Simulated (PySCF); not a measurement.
C₆H₁₄Te, charge -1, doublet, at the geometry of the source list (a state made from the parent by changing its charge; the spin is typed, not shown lowest) (all electrons, no relativity) (in this run its highest filled SCF level lies above zero, so its values depend strongly on the basis, on diffuse functions most of all); B3LYP/STO-3G run with PySCF.

PySCF was given this input:
```python
from pyscf import gto, scf, dft

mol = gto.M(
    atom='''
C     2.04190000    1.08340000    0.36240000
C     1.56720000   -0.35550000    0.29590000
C     2.73190000   -1.31130000    0.11790000
Te    0.10440000   -0.66100000   -1.32000000
C    -1.60910000   -0.05630000   -0.07860000
C    -1.93160000    1.41670000   -0.24290000
C    -2.81450000   -0.92030000   -0.39800000
H     2.56890000    1.35590000   -0.54930000
H     2.72300000    1.21510000    1.20290000
H     1.20730000    1.76640000    0.49690000
H     1.03350000   -0.60130000    1.21560000
H     2.40110000   -2.34420000    0.19510000
H     3.48590000   -1.13510000    0.88490000
H     3.19960000   -1.17140000   -0.85430000
H    -1.29010000   -0.24610000    0.94740000
H    -1.07310000    2.03840000    0.00230000
H    -2.23110000    1.63130000   -1.26640000
H    -2.75180000    1.69740000    0.41820000
H    -2.58130000   -1.97550000   -0.27660000
H    -3.14280000   -0.75580000   -1.42220000
H    -3.63950000   -0.67090000    0.26900000
''',
    basis='sto-3g',
    charge=-1,
    spin=1,
    verbose=4,
)

mf = dft.UKS(mol)
mf.xc = 'b3lyp'
mf.grids.level = 5
mf.kernel()
```

Problem. Write the output that PySCF gives for this input, abridged.

Solution. 
```
PySCF version 2.14.0

[INPUT] verbose = 4
[INPUT] num. atoms = 21
[INPUT] num. electrons = 103
[INPUT] charge = -1
[INPUT] spin (= nelec alpha-beta = 2S) = 1
[INPUT] symmetry False subgroup None
[INPUT] Mole.unit = angstrom
[INPUT] Symbol           X                Y                Z      unit          X                Y                Z       unit  Magmom
[INPUT]  1 C      2.041900000000   1.083400000000   0.362400000000 AA    3.858631773749   2.047329283354   0.684836747542 Bohr   0.0
[INPUT]  2 C      1.567200000000  -0.355500000000   0.295900000000 AA    2.961578782418  -0.671797637283   0.559169960259 Bohr   0.0
[INPUT]  3 C      2.731900000000  -1.311300000000   0.117900000000 AA    5.162542799699  -2.477997867142   0.222798710086 Bohr   0.0
[INPUT]  4 Te     0.104400000000  -0.661000000000  -1.320000000000 AA    0.197287407405  -1.249108968338  -2.494438484426 Bohr   0.0
[INPUT]  5 C     -1.609100000000  -0.056300000000  -0.078600000000 AA   -3.040758307038  -0.106391580813  -0.148532473391 Bohr   0.0
[INPUT]  6 C     -1.931600000000   1.416700000000  -0.242900000000 AA   -3.650194982210   2.677175000671  -0.459014475657 Bohr   0.0
[INPUT]  7 C     -2.814500000000  -0.920300000000  -0.398000000000 AA   -5.318634177588  -1.739114952437  -0.752110997577 Bohr   0.0
[INPUT]  8 H      2.568900000000   1.355900000000  -0.549300000000 AA    4.854517441395   2.562279652298  -1.038026560224 Bohr   0.0
[INPUT]  9 H      2.723000000000   1.215100000000   1.202900000000 AA    5.145724237191   2.296206213959   2.273151555239 Bohr   0.0
[INPUT] 10 H      1.207300000000   1.766400000000   0.496900000000 AA    2.281466350187   3.338012226432   0.939004911296 Bohr   0.0
[INPUT] 11 H      1.033500000000  -0.601300000000   1.215600000000 AA    1.953031949738  -1.136292318701   2.297151077021 Bohr   0.0
[INPUT] 12 H      2.401100000000  -2.344200000000   0.195100000000 AA    4.537421397693  -4.429895981205   0.368685566903 Bohr   0.0
[INPUT] 13 H      3.485900000000  -1.135100000000   0.884900000000 AA    6.587396297621  -2.145028123994   1.672218647628 Bohr   0.0
[INPUT] 14 H      3.199600000000  -1.171400000000  -0.854300000000 AA    6.046367708158  -2.213625182316  -1.614393028216 Bohr   0.0
[INPUT] 15 H     -1.290100000000  -0.246100000000   0.947400000000 AA   -2.437935673301  -0.465061599255   1.790326530413 Bohr   0.0
[INPUT] 16 H     -1.073100000000   2.038400000000   0.002300000000 AA   -2.027865104271   3.852017732313   0.004346370086 Bohr   0.0
[INPUT] 17 H     -2.231100000000   1.631300000000  -1.266400000000 AA   -4.216167956517   3.082710227003  -2.393149164149 Bohr   0.0
[INPUT] 18 H     -2.751800000000   1.697400000000   0.418200000000 AA   -5.200148349578   3.207621123837   0.790283465293 Bohr   0.0
[INPUT] 19 H     -2.581300000000  -1.975500000000  -0.276600000000 AA   -4.877950045340  -3.733153959078  -0.522698246055 Bohr   0.0
[INPUT] 20 H     -3.142800000000  -0.755800000000  -1.422200000000 AA   -5.939031264283  -1.428255004946  -2.687568494356 Bohr   0.0
[INPUT] 21 H     -3.639500000000  -0.670900000000   0.269000000000 AA   -6.877658230355  -1.267817256971   0.508336327508 Bohr   0.0

nuclear repulsion = 704.245990603326
number of shells = 43
number of NR pGTOs = 213
number of NR cGTOs = 71
basis = sto-3g
ecp = {}

******** <class 'pyscf.dft.uks.UKS'> ********
method = UKS
initial guess = minao
damping factor = 0
level_shift factor = 0
DIIS = <class 'pyscf.scf.diis.CDIIS'>
diis_start_cycle = 1
diis_space = 8
diis_damp = 0
SCF conv_tol = 1e-09
SCF conv_tol_grad = None
SCF max_cycles = 50
direct_scf = True
direct_scf_tol = 1e-13
number electrons alpha = 52  beta = 51
XC library pyscf.dft.libxc version 7.1.2
    S. Lehtola, C. Steigemann, M. J. T. Oliveira, and M. A. L. Marques,  SoftwareX 7, 1–5 (2018)
XC functionals = b3lyp
    P. J. Stephens, F. J. Devlin, C. F. Chabalowski, and M. J. Frisch,  J. Phys. Chem. 98, 11623 (1994)
radial grids:
    Treutler-Ahlrichs [JCP 102, 346 (1995); DOI:10.1063/1.469408] (M4) radial grids

becke partition: Becke, JCP 88, 2547 (1988); DOI:10.1063/1.454033
pruning grids: <function nwchem_prune>
grids dens level: 5
symmetrized grids: False
atomic radii adjust function: <function treutler_atomic_radii_adjust>
small_rho_cutoff = 0
Set gradient conv threshold to 3.16228e-05
tot grids = 634256
init E= -6764.05616822539

cycle= 1 E= -6783.09237468624  delta_E=  -19  |g|= 0.416  |ddm|= 4.02
cycle= 2 E= -6783.27073900996  delta_E= -0.178  |g|= 0.167  |ddm|= 1.49
cycle= 3 E= -6783.29548208878  delta_E= -0.0247  |g|= 0.0328  |ddm|= 0.407
cycle= 4 E= -6783.29616893434  delta_E= -0.000687  |g|= 0.0117  |ddm|= 0.0791
cycle= 5 E= -6783.29628140051  delta_E= -0.000112  |g|= 0.00287  |ddm|= 0.027
cycle= 6 E= -6783.29628578436  delta_E= -4.38e-06  |g|= 0.00135  |ddm|= 0.00919
cycle= 7 E= -6783.29628691703  delta_E= -1.13e-06  |g|= 0.000544  |ddm|= 0.00512
cycle= 8 E= -6783.29628712882  delta_E= -2.12e-07  |g|= 8.41e-05  |ddm|= 0.00156
cycle= 9 E= -6783.29628713767  delta_E= -8.84e-09  |g|= 1.28e-05  |ddm|= 0.000293
cycle= 10 E= -6783.29628713787  delta_E= -2.02e-10  |g|= 3.84e-06  |ddm|= 4.66e-05
Extra cycle  E= -6783.2962871379  delta_E= -3.27e-11  |g|= 2.62e-06  |ddm|= 1.21e-05
converged SCF energy = -6783.2962871379  <S^2> = 0.75412564  2S+1 = 2.0041214
```
